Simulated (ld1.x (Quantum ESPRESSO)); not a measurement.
Before and after: RRKJ potential for Ni

```
Element                 : Ni
Generator               : ld1.x (Quantum ESPRESSO) 7.5
Type                    : norm-conserving RRKJ (Kleinman–Bylander form)
Functional              : PBE
Relativity              : scalar-relativistic
Frozen core             : [Ar]
Valence charge          : 10
Reference configuration : 3d8 4s0.5 4p0 (charge +1.5)
Partial waves           : 4s (bound): rc 2.05 bohr; 4p (bound, empty): rc 2.20 bohr; 3d (bound): rc 0.80 bohr
Local potential         : all-electron potential smoothed inside 2.05 bohr (lloc = -1)
Core correction         : Bessel-smoothed model core inside 0.35 bohr
rho0                    : 0.005
```

All-electron outer shells of the reference configuration (PBE, scalar-relativistic, ld1.x):

```
shell  level (eV)  outermost node (bohr)  outermost maximum (bohr)
   3p      -85.64                   0.27                      0.65
   3d      -22.99                      –                      0.63
   4s      -17.32                   0.91                      2.08
   4p      -11.21                   0.99                      2.54
```

Change: all radii but the core radius scaled by about 1.26 (s 2.58, p 2.78, d 1.00 bohr); local potential all-electron potential smoothed inside 2.58 bohr (lloc = -1).

Cutoffs: the cutoffs (Ry, on a coarse ladder) from which the occupation-weighted sum of valence levels, in a spherical-Bessel basis at the reference potential, stays within 10 and 1 mRy of its value at 400 Ry; they do not see the model core or the augmentation charge, which bear on the density cutoff. Errors are all-electron minus pseudo energies relative to the spin-unpolarised reference configuration.

Task: How do hardness, ghosts and transferability respond?

Result: The potential gets softer (260 Ry and 300 Ry → 180 Ry and 260 Ry); of the 7 tests that both files solve, the error grows in 3 and shrinks in 2 by more than 15 % and 0.3 meV (median size 6.0 → 6.7 meV); neither file shows a bound ghost. A larger radius leaves more room for a smooth pseudo-wave, so fewer plane waves are needed.

| quantity | base | changed |
| --- | --- | --- |
| cutoff, loose | 260 Ry | 180 Ry |
| cutoff, tight | 300 Ry | 260 Ry |
| loose cutoff by channel (10 mRy a level) | s 25 Ry, d 230 Ry | s 15 Ry, d 160 Ry |
| bound ghosts | none | none |
| error for 3d8 4s2 4p0, meV [ΔE -16.94 eV] | -14 | -11 |
| error for 3d8 4s1 4p0, meV [ΔE -7.62 eV] | -2.0 | -2.1 |
| error for 3d8 4s0 4p0, meV [ΔE 9.74 eV] | -5.2 | -6.7 |
| error for 3d6 4s0 4p0, meV [ΔE 104.76 eV] | -1812 | -2228 |
| error for 3d8 4s1 4p1, meV [ΔE -12.34 eV] | -6.0 | -3.6 |
| error for 3d8 4s0 4p2, meV [ΔE -7.44 eV] | -3.2 | -5.0 |
| error for 3d7 4s2 4p1, meV [ΔE -6.39 eV] | -493 | -427 |
